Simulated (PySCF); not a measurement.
Trisilane, SMILES [SiH3][SiH2][SiH3], singlet at its PBE0/def2-SVP optimised geometry (Å):

```
11

Si    -1.2996    -1.7944     1.9299
Si    -0.5151    -0.7116     0.0000
Si    -1.2990    -1.7948    -1.9299
H     -0.7966    -1.1192     3.1658
H     -2.7952    -1.7785     1.9463
H     -0.8377    -3.2170     1.9356
H      0.9829    -0.7116     0.0000
H     -0.9829     0.7116     0.0000
H     -2.7947    -1.7954    -1.9382
H     -0.8215    -3.2123    -1.9438
H     -0.8103    -1.1093    -3.1659
```

Computed with PySCF with PBE0/def2-TZVP. Cells within 0.4 Å of a nucleus heavier than hydrogen are left out (blank, or x).

Map of the deformation density (molecule minus spherical neutral atoms) (e/bohr³) on the plane z = 0.0 Å:

```
|11111111111111111111111111111|
|11111111111111111111111111111|
|11111111111111111111111111111|
|11111111111111111111111111111|
|11111111111111111111111111111|
|11111111111111111111111111111|
|11111111111111111111111111111|
|11111111111111111111111111111|
|11111111101111111111111111111|
|11111111111111111111111111111|
|11111111245321111111111111111|
|11111112489632111111111111111|
|11111112589742111111111111111|
|11111112478642111111111111111|
|11111112355431112221111111111|
|11111111123211123432111111111|
|11111000001xx0235663111111111|
|1111100000xxxx257996201111111|
|1111100000xxxx247885111111111|
|11111111111xx0135553111111111|
|11111111111100023322111111111|
|11111111111100011211111111111|
|11111111111100001111111111111|
|11111111111100001111111111111|
|11111111111110011111111111111|
|11111111111111111111111111111|
|11111111111111111111111111111|
|11111111111111111111111111111|
|11111111111111111111111111111|
```
Scale: ten equal steps from -0.014 (start of '0') to 0.073 (end of '9'), in the order '0123456789'; x runs from -3.00 to 3.00, y from -3.00 (bottom) to 3.00 (top).
